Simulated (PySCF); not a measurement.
Isomers of C8H7N, mass 117.058 u with the commonest isotopes. Level of theory: PBE0/def2-SVPD in PySCF (dipole) on a GFN2-xTB geometry, gas phase. One conformer each, none proved a minimum here; rigid rotors.

Question: Order these by rotational constant B, largest first.
A. `[CH:1]#[C:2][CH2:3][c:4]1[cH:5][cH:6][cH:7][cH:8][n:9]1` with C2–C3–C4–C5 46°
B. `[CH2:1]=[C:2]1[CH:3]=[C:4]([CH2:5][C:6]#[N:7])[C:8]1=[CH2:9]` with C3–C4–C5–C6 119°
C. `CC#CC1=CC=NC=C1`

Answer: A (1109 MHz), B (1064 MHz), C (833.0 MHz).

Question: Order these by dipole moment, largest first.
A. `[CH2:1]=[C:2]1[CH:3]=[C:4]([CH2:5][C:6]#[N:7])[C:8]1=[CH2:9]` with C3–C4–C5–C6 119°
B. `CC#Cc1ccncc1`
C. `[CH:1]#[C:2][CH2:3][c:4]1[cH:5][cH:6][cH:7][cH:8][n:9]1` with C2–C3–C4–C5 46°

Answer: A (3.80 D), B (3.27 D), C (1.95 D).

Question: Order these by rotational constant C, largest first.
A. `[CH2:1]=[C:2]1[CH:3]=[C:4]([CH2:5][C:6]#[N:7])[C:8]1=[CH2:9]` with C3–C4–C5–C6 119°
B. `CC#Cc1ccncc1`
C. `[CH:1]#[C:2][CH2:3][c:4]1[cH:5][cH:6][cH:7][cH:8][n:9]1` with C2–C3–C4–C5 46°

Answer: C (933.4 MHz), A (908.8 MHz), B (732.9 MHz).

```json
{"SMILES": "C#CCc1ccccn1", "point group": "C1", "Ia (u·Å²)": "120.98", "Ib (u·Å²)": "455.60", "Ic (u·Å²)": "541.47", "κ": "-0.89", "μa (D)": "0.85", "μb (D)": "1.69", "μc (D)": "0.48"}
{"SMILES": "CC#Cc1ccncc1", "point group": "near Cs", "Ia (u·Å²)": "86.04", "Ib (u·Å²)": "606.73", "Ic (u·Å²)": "689.60", "κ": "-0.96", "μa (D)": "3.27", "μb (D)": "0.01", "μc (D)": "0.01"}
{"SMILES": "C=C1C=C(CC#N)C1=C", "point group": "C1", "Ia (u·Å²)": "143.29", "Ib (u·Å²)": "475.13", "Ic (u·Å²)": "556.12", "κ": "-0.88", "μa (D)": "2.15", "μb (D)": "2.08", "μc (D)": "2.34"}
```
